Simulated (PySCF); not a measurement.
GeH3, SMILES [GeH3+], charge +1. Atoms are numbered in the order given.

```xyz
4

Ge     0.0000     0.0000     0.0000
H      1.5243     0.0000     0.0000
H     -0.7622     1.3201     0.0000
H     -0.7622    -1.3201     0.0000
```
Charge +1, spin multiplicity 1.

The structure is a stationary point at B3LYP-D3(BJ)/def2-TZVPD.

Computed with PySCF with PBE/pcSseg-2.

GIAO shieldings, no solvent; atoms alike by connectivity are averaged. δ = σ(ref) − σ: ⁷³Ge against GeH4 (σ = 1621.0 ppm); ¹H against TMS (σ = 31.47 ppm), references at their B3LYP-D3(BJ)/def2-TZVP geometries, non-relativistic.

```csv
nucleus,atoms,count,δ (ppm)
⁷³Ge,Ge1,1,1189.9
¹H,"H2, H3, H4",3,9.68
```
